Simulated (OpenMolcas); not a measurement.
## Ti2+ in KZnF3

Ti2+ with its 6 nearest fluoride ions at 2.12 Å, on the Zn site of KZnF3 (a = 4.054 Å, distance in the model lattice 2.027 Å). The rest of the host is ab initio model potentials to 7.6 Å, with orthogonalisation functions on the cations behind the ligands, and point charges beyond; the distance is set by hand and nothing relaxes. Ligand basis ANO-RCC-VDZP.
```
Ti    0.0000    0.0000    0.0000
F     2.1200    0.0000    0.0000
F     0.0000    2.1200    0.0000
F    -2.1200    0.0000    0.0000
F     0.0000   -2.1200    0.0000
F     0.0000    0.0000    2.1200
F     0.0000    0.0000   -2.1200
```

- Program: OpenMolcas 26.06
- Method: SS-CASPT2, IPEA 0.25 Eh, imaginary shift 0.1 Eh (closed shells correlated: 3s 3p and the ligand valence shells)
- Basis: ANO-RCC-VDZP [5s4p2d1f]
- Scalar Hamiltonian: DKH2, point nucleus
- Active space: 2 electrons in 5 orbitals (3d)
- State averaging: 2S+1 = 3 even, 10 roots; 2S+1 = 1 even, 15 roots
- Spin-orbit coupling: RASSI with atomic mean-field integrals over the reference wave functions

The lowest spin-free states (labels of O, the rotations of Oh), above the lowest:

```tsv
State	Degeneracy	E (cm-1)	Free-ion L (%)
3T1	3	0	F (94)
1T2	3	9660	D (63)
1E	2	10140	D (51)
3T2	3	12760	F (100)
1A1	1	20260	G (78)
3T1	3	21860	P (94)
1T2	3	24290	G (63)
1T1	3	26780	G (100)
3A2	1	26840	F (100)
1E	2	38580	G (51)
1A1	1	52190	S (78)
```

The lowest levels with spin-orbit coupling:

```tsv
E (cm-1)	Degeneracy	Label	2S+1
0	2	E	3
2	3	T2	3
170	3	T1	3
260	1	A1	3
9750	3	T2	1
10230	2	E	1
12790	1	A2	3
12830	3	T2	3
12880	3	T1	3
12880	2	E	3
20340	1	A1	1
21850	1	A1	3
21890	3	T1	3
22000	3	T2	3
22000	2	E	3
24380	3	T2	1
26870	3	T1	1
26930	3	T2	3
38670	2	E	1
52280	1	A1	1
```

Powder χT (cm3 K/mol): 0.0816 at 2 K, 0.141 at 10 K, 0.365 at 50 K, 0.619 at 100 K, 0.933 at 200 K, 1.09 at 300 K. The effective moment at 300 K is 2.828 √(χT) = 2.95 μB.

The lowest level has 2S+1 = 3, for which the spin-only value is χT = S(S+1) / 2 = 1.000 cm3 K/mol (g = 2). The computed 1.088 at 300 K differs by +0.088, through orbital momentum, spin-orbit coupling and any other state in reach. With a threefold ground state the orbital momentum is unquenched, so the spin-only value is not expected to hold.

A least-squares ligand-field fit to the states below 45000 cm-1, each weighted by its degeneracy and with a free common offset, gives 10Dq = 14345 cm-1, B = 686 cm-1 and C = 2726 cm-1 (C/B = 3.98), with an rms deviation of 216 cm-1.

The same method and metal basis give the free ion B = 805 cm-1 (fit to its terms below 60000 cm-1, rms deviation 737 cm-1), so the nephelauxetic ratio is β = 686 / 805 = 0.85; it hangs on how both fits weigh the states, and computed free-ion B values tend to be too large, so β mixes covalency with correlation.

Roots that are degenerate in the reference are averaged as groups; the widest CASPT2 spread within a group is 480 cm-1 (the 3-fold group of multiplicity 1 near 26800 cm-1 above the lowest state of its run). Shifts and gaps below about the spread of the groups concerned are not significant. Over all roots computed the reference weight is 0.74 to 0.75; a low but even weight reflects the number of correlated electrons. An orbital triplet at a regular site is open to Jahn-Teller coupling, which can distort the site and quench the lowest spin-orbit gaps and is left out. Ligand-to-metal charge-transfer states are missing. With no ligand orbital active B as a rule stays too high, so bands that hang on it stand too high and its fall with covalency is understated. With one d shell and no ligand orbital active, 10Dq can be off by tens of per cent for divalent 3d ions, low with halides held by bare charges and at times high in hosts. Free-ion shares, where given, are those of the reference states; single-state CASPT2 does not remix them. No measured value stands beside these numbers; the geometry was set by hand and not optimised.
